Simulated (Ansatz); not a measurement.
Reaction (formal exchange of groups at a C–Sn bond): `C#[C][SnH]([Cl])[Cl]` + `C#[C][GaH][CH3]` → `C#[C][Ga]([CH3])[C]#C` + `[Cl][SnH2][Cl]`

Program: Ansatz. Geometries: PBE0-D4/def2-TZVP. ΔE: electronic, gas phase. CCSD(T)/CBS adds triple-zeta CCSD(T) − MP2 to the extrapolated MP2 energy (def2 sets, frozen cores). Functionals use def2-TZVPP. B3LYP here is the variant with VWN-RPA as its local correlation; programs differ in this. HSE06 is defined as in plane-wave codes. def2 core potentials past Kr. For Ga, Sn outer-core shells are correlated without core-valence functions, which leaves a few kJ/mol of doubt a bond. Scalar relativity is left out up to krypton.

| level | ΔE (kJ/mol) | difference from CCSD(T)/CBS |
| --- | --- | --- |
| LDA (SPW92) | -35.5 | -6.4 |
| PBE-D4 | -32.4 | -3.3 |
| revPBE-D4 | -31.2 | -2.1 |
| BLYP-D4 | -31.8 | -2.7 |
| r2SCAN-D4 | -33.6 | -4.5 |
| B97M-V | -30.3 | -1.2 |
| PBE0-D4 | -32.8 | -3.7 |
| B3LYP-D4 | -32.6 | -3.5 |
| r2SCAN0-D4 | -34.1 | -5.0 |
| HSE06-D4 | -33.0 | -3.9 |
| BHLYP-D4 | -32.9 | -3.8 |
| CAM-B3LYP-D4 | -32.6 | -3.5 |
| ωB97X-V | -30.8 | -1.7 |
| ωB97M-V | -30.6 | -1.5 |
| B2PLYP | -31.8 | -2.7 |
| PBE-QIDH | -31.7 | -2.6 |
| revPBE | -32.8 | -3.7 |
| BLYP | -33.6 | -4.5 |
| r2SCAN | -33.8 | -4.7 |
| PBE0 | -33.6 | -4.5 |
| B3LYP | -34.0 | -4.9 |
| r2SCANh | -34.0 | -4.9 |
| r2SCAN0 | -34.3 | -5.2 |
| HSE06 | -33.7 | -4.6 |
| BHLYP | -34.3 | -5.2 |
| CAM-B3LYP | -33.5 | -4.4 |
| LC-ωPBE | -31.6 | -2.5 |
| RPA@PBE/def2-TZVPP | -28.7 | 0.4 |
| HF/def2-SVP | -37.5 | -8.4 |
| MP2/def2-SVP | -31.8 | -2.7 |
| CCSD/def2-SVP | -32.9 | -3.8 |
| CCSD(T)/def2-SVP | -32.9 | -3.8 |
| HF/def2-TZVPP | -33.6 | -4.5 |
| MP2/def2-TZVPP | -28.4 | 0.7 |
| SCS-MP2/def2-TZVPP | -28.3 | 0.8 |
| CCSD/def2-TZVPP | -31.0 | -1.9 |
| CCSD(T)/def2-TZVPP | -30.1 | -1.0 |
| HF/def2-QZVPP | -33.2 | -4.1 |
| SCS-MP2/def2-QZVPP | -27.6 | 1.5 |
| CCSD/CBS(def2) | -30.0 | -0.9 |
| CCSD(T)/CBS | -29.1 | 0 |

Largest T1 diagnostic among the species: 0.013.

In def2-TZVPP, CCSD(T) changes the Hartree–Fock value by +3.5 kJ/mol (the triples alone add +0.9 kJ/mol) and MP2 by +5.1 kJ/mol. At CCSD(T), def2-SVP lies −3.8 kJ/mol from the extrapolated value and def2-TZVPP −1.0 kJ/mol.
